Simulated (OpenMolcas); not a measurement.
C I: effect of the basis set

```
Program             : OpenMolcas
Method              : XMS-CASPT2, IPEA 0.25 Eh, imaginary shift 0.1 Eh (closed shells correlated: 1s 2s)
Active space        : 2 electrons in 3 orbitals (2p)
State averaging     : 2S+1 = 3 even, 3 roots; 2S+1 = 1 even, 6 roots
Spin-orbit coupling : RASSI with atomic mean-field integrals over the reference wave functions, term energies averaged over their components
```

A. ANO-RCC-VTZP [4s3p2d1f], DKH2, point nucleus; CASPT2 step roughly 0.8 core-seconds
B. ANO-R2 [4s4p2d1f], X2C, finite nucleus; CASPT2 step about 1.1 core-seconds
C. ANO-R3 [4s4p2d1f], X2C, finite nucleus; CASPT2 step roughly 1 core-seconds

Energies in cm⁻¹ above 2s² 2p² ³P₀, the measured ground level; measured values from NIST Handbook of Basic Atomic Spectroscopic Data.

| Level | A | B | C | Measured |
| --- | --- | --- | --- | --- |
| 2s² 2p² ³P₀ | 0.0 | 0.0 | 0.0 | 0.0 |
| 2s² 2p² ³P₁ | 15.8 | 15.5 | 15.5 | 16.4 |
| 2s² 2p² ³P₂ | 47.2 | 46.2 | 46.2 | 43.4 |
| 2s² 2p² ¹D₂ | 10140 | 10300 | 10230 | 10193 |
| 2s² 2p² ¹S₀ | 23590 | 23630 | 23780 | 21648 |

Deviations, from unrounded energies. A percentage is the sum of absolute deviations over the sum of measured energies, with the sign that they share, or ± where signs differ.

```csv
Against measurement,Levels,A,B,C
mean absolute deviation (cm-1),4,500,520,550
fine structure of the ground term (%),2,±7.4,±6.2,±6.2
other terms of the ground configuration (%),2,±6.3,+6.6,+6.8
```

A, B lie about equally close to measurement and C furthest from it. The largest miss of A in the table is 2s² 2p² ¹S₀, by +1900 cm-1. The ranking rests on the paired levels alone, and a cruder setting can come out closer through cancelling errors.

The two smallest mean deviations differ by little beside CASPT2's spread within terms, so their order carries little weight.

Among A to C the level of the table that moves most is 2s² 2p² ¹S₀, by 200 cm-1 (lowest in A, highest in C). Moves below CASPT2's spread within the term are not significant.

CASPT2 breaks the degeneracy within a term, and the mean is taken; among the terms shown or strongly mixed into the levels shown the widest spread is 650 cm-1 (2s² 2p² ¹D, C). With the s shell closed, the reference lacks s² → p² mixing. Computed and measured levels are paired by configuration, term and J; levels that our copy of the source lacks, or whose pairing is in doubt (as where it misses far off the trend of its configuration), stay unpaired and out of the deviations. Levels of configurations outside the active space are missing.
